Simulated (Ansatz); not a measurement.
Stretching the Si2–O1 bond in H4OSi (SMILES O[SiH3]) (multiplicity 1 held, fragments rigid). Energies count from the point at 1.653 Å.
Geometry at that point (charge 0, multiplicity 1):
```xyz
6

O      1.0387    -0.3347    -0.2562
Si    -0.5088     0.1297     0.0921
H      1.7621     0.0911     0.2094
H     -0.8430    -0.1066     1.5186
H     -1.3792    -0.6922    -0.7709
H     -0.7258     1.5694    -0.1959
```

Restricted levels (R-, RO-) in cc, def2 and unpolarised 6-31G sets keep to the state of the molecule at rest. Active spaces are followed from a long bond inwards. Curves can end on different states.

Frozen-core correlation.

The values were computed with Ansatz (a program for electronic structure) with Gaussian orbitals. Each number belongs to the level named beside it.

Energies in kcal/mol.

```json
[
 {"R (Å)": "1.322", "R-SCS-MP2/cc-pV(D+d)Z": "80.8", "SC-NEVPT2 on CASSCF(4,3)/cc-pV(D+d)Z": "79.2", "FIC-NEVPT4(SD) on CASSCF(4,3)/cc-pV(D+d)Z": "80.3", "FIC-MRCISD+Q on CASSCF(4,3)/cc-pV(D+d)Z": "80.6"},
 {"R (Å)": "1.488", "R-SCS-MP2/cc-pV(D+d)Z": "15.7", "SC-NEVPT2 on CASSCF(4,3)/cc-pV(D+d)Z": "15.3", "FIC-NEVPT4(SD) on CASSCF(4,3)/cc-pV(D+d)Z": "15.8", "FIC-MRCISD+Q on CASSCF(4,3)/cc-pV(D+d)Z": "15.8"},
 {"R (Å)": "1.653", "R-SCS-MP2/cc-pV(D+d)Z": "0.0", "SC-NEVPT2 on CASSCF(4,3)/cc-pV(D+d)Z": "0.0", "FIC-NEVPT4(SD) on CASSCF(4,3)/cc-pV(D+d)Z": "0.0", "FIC-MRCISD+Q on CASSCF(4,3)/cc-pV(D+d)Z": "0.0"},
 {"R (Å)": "1.818", "R-SCS-MP2/cc-pV(D+d)Z": "6.0", "SC-NEVPT2 on CASSCF(4,3)/cc-pV(D+d)Z": "3.6", "FIC-NEVPT4(SD) on CASSCF(4,3)/cc-pV(D+d)Z": "6.0", "FIC-MRCISD+Q on CASSCF(4,3)/cc-pV(D+d)Z": "6.0"},
 {"R (Å)": "1.983", "R-SCS-MP2/cc-pV(D+d)Z": "21.2", "SC-NEVPT2 on CASSCF(4,3)/cc-pV(D+d)Z": "18.2", "FIC-NEVPT4(SD) on CASSCF(4,3)/cc-pV(D+d)Z": "20.7", "FIC-MRCISD+Q on CASSCF(4,3)/cc-pV(D+d)Z": "20.8"},
 {"R (Å)": "2.231", "R-SCS-MP2/cc-pV(D+d)Z": "48.6", "SC-NEVPT2 on CASSCF(4,3)/cc-pV(D+d)Z": "45.5", "FIC-NEVPT4(SD) on CASSCF(4,3)/cc-pV(D+d)Z": "47.2", "FIC-MRCISD+Q on CASSCF(4,3)/cc-pV(D+d)Z": "47.5"},
 {"R (Å)": "2.479", "R-SCS-MP2/cc-pV(D+d)Z": "74.4", "SC-NEVPT2 on CASSCF(4,3)/cc-pV(D+d)Z": "71.3", "FIC-NEVPT4(SD) on CASSCF(4,3)/cc-pV(D+d)Z": "71.4", "FIC-MRCISD+Q on CASSCF(4,3)/cc-pV(D+d)Z": "71.5"},
 {"R (Å)": "2.892", "R-SCS-MP2/cc-pV(D+d)Z": "106.8", "SC-NEVPT2 on CASSCF(4,3)/cc-pV(D+d)Z": "100.1", "FIC-NEVPT4(SD) on CASSCF(4,3)/cc-pV(D+d)Z": "97.6", "FIC-MRCISD+Q on CASSCF(4,3)/cc-pV(D+d)Z": "97.5"},
 {"R (Å)": "3.306", "R-SCS-MP2/cc-pV(D+d)Z": "125.7", "SC-NEVPT2 on CASSCF(4,3)/cc-pV(D+d)Z": "111.9", "FIC-NEVPT4(SD) on CASSCF(4,3)/cc-pV(D+d)Z": "108.2", "FIC-MRCISD+Q on CASSCF(4,3)/cc-pV(D+d)Z": "108.0"},
 {"R (Å)": "3.801", "R-SCS-MP2/cc-pV(D+d)Z": "133.1", "SC-NEVPT2 on CASSCF(4,3)/cc-pV(D+d)Z": "116.3", "FIC-NEVPT4(SD) on CASSCF(4,3)/cc-pV(D+d)Z": "112.3", "FIC-MRCISD+Q on CASSCF(4,3)/cc-pV(D+d)Z": "112.0"},
 {"R (Å)": "4.463", "R-SCS-MP2/cc-pV(D+d)Z": "123.7", "SC-NEVPT2 on CASSCF(4,3)/cc-pV(D+d)Z": "117.8", "FIC-NEVPT4(SD) on CASSCF(4,3)/cc-pV(D+d)Z": "113.6", "FIC-MRCISD+Q on CASSCF(4,3)/cc-pV(D+d)Z": "113.3"},
 {"R (Å)": "5.289", "R-SCS-MP2/cc-pV(D+d)Z": "95.7", "SC-NEVPT2 on CASSCF(4,3)/cc-pV(D+d)Z": "118.1", "FIC-NEVPT4(SD) on CASSCF(4,3)/cc-pV(D+d)Z": "113.9", "FIC-MRCISD+Q on CASSCF(4,3)/cc-pV(D+d)Z": "113.6"}
]
```

Doubts at one or more of the structures used: a restricted determinant that unrestricted orbitals would lower (R-SCS-MP2/cc-pV(D+d)Z); active orbitals that take no part (SC-NEVPT2 on CASSCF(4,3)/cc-pV(D+d)Z, FIC-NEVPT4(SD) on CASSCF(4,3)/cc-pV(D+d)Z, FIC-MRCISD+Q on CASSCF(4,3)/cc-pV(D+d)Z).
